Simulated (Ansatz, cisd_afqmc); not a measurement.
System: SOF₂, charge 0, singlet. SOF2 (SMILES S(=O)(F)F).
B3LYP-D3(BJ)/def2-TZVP minimum from Ansatz (an electronic-structure program):
```xyz
4

O      1.3619    -0.1486    -0.3569
S      0.1670    -0.0077     0.4048
F     -0.6344     1.2320    -0.2285
F     -0.8731    -1.0862    -0.1739
```

Total energies in cc-pV(T+d)Z, 26 correlated electrons, 8 frozen orbitals. UHF or UKS for unpaired electrons; spin-orbit terms are left out. Cores are frozen in correlated methods. No relativity. AFQMC/CISD: phaseless, guided by CISD from CCSD amplitudes; bars are statistical, one sigma. Outlying blocks are dropped, and bars are widened where a walk drifts. Over all cases where full CI ran beside it in this data, AFQMC minus full CI had a median of +0.1 mEh and passed +0.4 mEh in a tenth of the cases.

```json
[
 {"method": "HF", "program": "Ansatz", "energy (Eh)": "-671.36358", "minus AFQMC/CISD (mEh)": "965.1 ± 0.4"},
 {"method": "MP2", "program": "Ansatz", "energy (Eh)": "-672.29341", "minus AFQMC/CISD (mEh)": "35.3 ± 0.4"},
 {"method": "CCSD", "program": "Ansatz", "energy (Eh)": "-672.29052", "minus AFQMC/CISD (mEh)": "38.1 ± 0.4"},
 {"method": "CCSD(T)", "program": "Ansatz", "energy (Eh)": "-672.32763", "minus AFQMC/CISD (mEh)": "1.0 ± 0.4"},
 {"method": "AFQMC/CISD", "program": "cisd_afqmc", "energy (Eh)": "-672.3287 ± 0.0004", "minus AFQMC/CISD (mEh)": "0.0"}
]
```
